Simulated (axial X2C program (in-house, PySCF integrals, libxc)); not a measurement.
RbNb: cheaper levels and CCSD(T), two-component

All values were computed with an in-house all-electron X2C program for linear molecules (integrals from PySCF). Two-component (2c) means X2C with spin–orbit coupling and atomic mean-field two-electron Coulomb and Gaunt terms. Basis: Nb dyall-cv3z [11s12p9d5f3g], Rb dyall-cv3z [12s13p8d4f1g] (cores contracted in-house); Gaussian nuclei, density fitting, unrestricted open shells. Masses: Nb 92.906 u, Rb 84.912 u.

State: Ω = 2 (⟨Sz⟩ = 2.00, ⟨Lz⟩ = 0.00 at HF); fragments Nb + Rb.

```csv
level,Re (Å),ωe (cm⁻¹)
PBE0,3.644,75.0
CCSD,3.661,75.0
B3LYP,3.572,81.2
```

Correlated methods: 14 electrons correlated (number of frozen shells: Nb 4 s, 3 p, 1 d; Rb 3 s, 2 p, 1 d), 358 virtual spin orbitals or spinors in MP2, 90 natural virtuals in coupled cluster.

CCSD(T), same Hamiltonian and basis:

Re = 3.610 Å, ωe = 78.8 cm⁻¹; T1 = 0.041 (Lee–Taylor normalisation).

Task: Give the differences from CCSD(T) in the columns below.

Result: 

| level | ΔRe (Å) | Δωe (cm⁻¹) |
| --- | --- | --- |
| PBE0 | 0.034 | -3.8 |
| CCSD | 0.051 | -3.8 |
| B3LYP | -0.038 | 2.4 |

Occupations by symmetry block were frozen at the best pattern of an incomplete PBE0 search. De is not given where an atomic determinant may have missed its ground term or J level, or where the truncated virtual space spoils (T). Density functionals use the spin component along the axis (collinear). CCSD and (T) use frozen natural virtuals with an MP2 correction for the truncation; (T) itself is uncorrected, so its De runs slightly low. Other states lie close and PBE0, whose exact exchange favours high spin, may order them wrongly; the determinant shown need not be the ground state. The nearest other spin-free determinant of the search, M_S = 2, Λ = 2, lies 0.04 eV up at the distance of the search. The functionals have no current-density term, which raises determinants with orbital currents, atoms included. With several unpaired electrons one determinant need not be a pure state. A state of lower Ω lies just above, and one determinant can place such states too high, so the state shown need not be the lowest. The search has Ω = 1 only 0.02 eV up. The outer-core s and p shells of the metal are frozen in the correlated rows, which leaves out core–valence correlation; for alkali and alkaline-earth bonds that tends to lengthen them. Open-shell Ω = 0 determinants with evenly filled partner blocks cannot be reached by this program, so the Ω shown need not be the lowest component. The determinant is spin-polarised beyond a pure state at some levels (its spin-free form has ⟨S²⟩ too high), which makes Re and μ there less reliable. The T1 diagnostic is large, a sign of multireference character. With the outer-core shells frozen, correlated bond lengths of heavy atoms tend to come out a few hundredths of an ångström too long.
